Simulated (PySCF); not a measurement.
triethylamine (C6H15N), singlet, geometry from GFN2-xTB; PBE0/STO-3G (PySCF).

Here is a job for PySCF.
```python
from pyscf import gto, scf, dft

mol = gto.M(
    atom='''
C    -1.65734729    1.96293200   -0.08726551
C    -0.58248885    1.15358805   -0.80450976
N     0.23592547    0.36494374    0.10301469
C    -0.50408012   -0.59603970    0.90204749
C    -1.19431138   -1.73832383    0.14501123
C     1.39296132   -0.18535539   -0.58531764
C     2.41612174   -0.79803091    0.36471871
H    -1.22489425    2.47232377    0.76976579
H    -2.06324031    2.70711693   -0.76848101
H    -2.47666120    1.33453075    0.25169408
H    -1.04989212    0.53526331   -1.59167111
H     0.09442522    1.85333510   -1.30480418
H     0.19226591   -1.01977462    1.62811825
H    -1.25382218   -0.03962832    1.46766311
H    -0.47019606   -2.34008150   -0.39900618
H    -1.92648327   -1.35302233   -0.56059299
H    -1.70911395   -2.38175945    0.85417407
H     1.10990088   -0.92862616   -1.35202467
H     1.86994548    0.64990246   -1.10779590
H     2.08029684   -1.75413693    0.75732531
H     3.35000295   -0.96193364   -0.16783802
H     2.60085512   -0.12073685    1.19426353
''',
    basis='sto-3g',
    verbose=4,
)

mf = dft.RKS(mol)
mf.xc = 'pbe0'
mf.grids.atom_grid = (99, 590)
mf.grids.prune = None
mf.kernel()
```

Predict the main parts of the log of this PySCF run.


```
PySCF version 2.14.0

[INPUT] verbose = 4
[INPUT] num. atoms = 22
[INPUT] num. electrons = 58
[INPUT] charge = 0
[INPUT] spin (= nelec alpha-beta = 2S) = 0
[INPUT] symmetry False subgroup None
[INPUT] Mole.unit = angstrom
[INPUT] Symbol           X                Y                Z      unit          X                Y                Z       unit  Magmom
[...]
nuclear repulsion = 341.017472723266
number of shells = 36
number of NR pGTOs = 150
number of NR cGTOs = 50
basis = sto-3g
ecp = {}

******** <class 'pyscf.dft.rks.RKS'> ********
method = RKS
initial guess = minao
damping factor = 0
level_shift factor = 0
DIIS = <class 'pyscf.scf.diis.CDIIS'>
diis_start_cycle = 1
diis_space = 8
diis_damp = 0
SCF conv_tol = 1e-09
SCF conv_tol_grad = None
SCF max_cycles = 50
direct_scf = True
direct_scf_tol = 1e-13
XC library pyscf.dft.libxc version 7.1.2
    S. Lehtola, C. Steigemann, M. J. T. Oliveira, and M. A. L. Marques,  SoftwareX 7, 1–5 (2018)
XC functionals = pbe0
    C. Adamo and V. Barone,  J. Chem. Phys. 110, 6158 (1999)
    M. Ernzerhof and G. E. Scuseria,  J. Chem. Phys. 110, 5029 (1999)
radial grids:
    Treutler-Ahlrichs [JCP 102, 346 (1995); DOI:10.1063/1.469408] (M4) radial grids

becke partition: Becke, JCP 88, 2547 (1988); DOI:10.1063/1.454033
pruning grids: None
grids dens level: 3
symmetrized grids: False
atomic radii adjust function: <function treutler_atomic_radii_adjust>
User specified grid scheme (99, 590)
small_rho_cutoff = 0
Set gradient conv threshold to 3.16228e-05
Initial guess from minao.
tot grids = 1285024
init E= -289.081083895443
[...]
cycle= 1 E= -288.528055558136  delta_E= 0.553  |g|= 0.286  |ddm|= 5.48
[...]
cycle= 2 E= -288.538974524138  delta_E= -0.0109  |g|= 0.23  |ddm|= 0.717
[...]
cycle= 3 E= -288.554831078925  delta_E= -0.0159  |g|= 0.0183  |ddm|= 0.322
[...]
cycle= 4 E= -288.554908406011  delta_E= -7.73e-05  |g|= 0.00838  |ddm|= 0.0316
[...]
cycle= 5 E= -288.554929149166  delta_E= -2.07e-05  |g|= 0.000378  |ddm|= 0.0113
[...]
cycle= 6 E= -288.554929187261  delta_E= -3.81e-08  |g|= 0.000191  |ddm|= 0.000851
[...]
cycle= 7 E= -288.554929198682  delta_E= -1.14e-08  |g|= 1.54e-05  |ddm|= 0.000279
[...]
cycle= 8 E= -288.554929198765  delta_E= -8.32e-11  |g|= 3.11e-06  |ddm|= 2.98e-05
[...]
Extra cycle  E= -288.554929198767  delta_E= -1.93e-12  |g|= 2.23e-06  |ddm|= 7.76e-06
converged SCF energy = -288.554929198767
```
